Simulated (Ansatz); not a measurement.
Total energies of F2HSSn, SMILES `[F][Sn]([F])[SH]` radical.

```xyz
5

F    -1.0548   -2.0214    0.2333
Sn   -0.7541   -0.1365    0.4267
F     0.5097   -0.0343    1.8721
S     0.3747    0.5774   -1.5954
H     0.9245    1.6147   -0.9366
```

Charge 0, multiplicity 2. Correlated methods include outer-core shells of Sn, which these sets cover unevenly. Sn: def2 effective core potential. Geometry: relaxed with PBE0-D4/def2-TZVP. It is one conformer, not always the lowest. Basis def2-TZVPP, the Gaussian-basis code of Ansatz.

RPA on PBE orbitals: Hartree–Fock energy of these orbitals -810.44757 Eh, correlation -1.46888 Eh (frozen core).

```tsv
functional	energy without D4 (Eh)	D4 term (kJ/mol)
LDA (SPW92)	-809.98619	–
HSE06 (plane-wave form)	-812.61937	-9.3
```

**Question.** Give the same for PBE, revPBE, BLYP, r2SCAN, B97M-V, PBE0, B3LYP, r2SCANh, r2SCAN0, BHLYP, CAM-B3LYP, LC-ωPBE, ωB97X-V, ωB97M-V, B2PLYP, PBE-QIDH. (An estimate is asked.)

**Answer.** Computed: 
```json
{"functional": "PBE", "energy without D4 (Eh)": "-812.60573", "D4 term (kJ/mol)": "-11.5"}
{"functional": "revPBE", "energy without D4 (Eh)": "-812.87023", "D4 term (kJ/mol)": "-28.2"}
{"functional": "BLYP", "energy without D4 (Eh)": "-812.90375", "D4 term (kJ/mol)": "-24.4"}
{"functional": "r2SCAN", "energy without D4 (Eh)": "-812.93799", "D4 term (kJ/mol)": "-2.5"}
{"functional": "B97M-V", "energy without D4 (Eh)": "-812.78754", "D4 term (kJ/mol)": "–"}
{"functional": "PBE0", "energy without D4 (Eh)": "-812.63590", "D4 term (kJ/mol)": "-9.7"}
{"functional": "B3LYP", "energy without D4 (Eh)": "-813.05196", "D4 term (kJ/mol)": "-18.9"}
{"functional": "r2SCANh", "energy without D4 (Eh)": "-812.91047", "D4 term (kJ/mol)": "-2.7"}
{"functional": "r2SCAN0", "energy without D4 (Eh)": "-812.87092", "D4 term (kJ/mol)": "-3.1"}
{"functional": "BHLYP", "energy without D4 (Eh)": "-812.81174", "D4 term (kJ/mol)": "-17.4"}
{"functional": "CAM-B3LYP", "energy without D4 (Eh)": "-812.91094", "D4 term (kJ/mol)": "-10.1"}
{"functional": "LC-ωPBE", "energy without D4 (Eh)": "-812.76755", "D4 term (kJ/mol)": "–"}
{"functional": "ωB97X-V", "energy without D4 (Eh)": "-812.80775", "D4 term (kJ/mol)": "–"}
{"functional": "ωB97M-V", "energy without D4 (Eh)": "-812.84242", "D4 term (kJ/mol)": "–"}
{"functional": "B2PLYP", "energy without D4 (Eh)": "-812.52171", "D4 term (kJ/mol)": "–"}
{"functional": "PBE-QIDH", "energy without D4 (Eh)": "-812.32565", "D4 term (kJ/mol)": "–"}
```

B3LYP takes the VWN-RPA correlation (the form of Gaussian; ORCA's B3LYP/G). HSE06 is the plane-wave form, built on full-range PBE exchange. The double hybrids freeze the cores in their second-order part.

LC-ωPBE has ω = 0.4 bohr⁻¹.
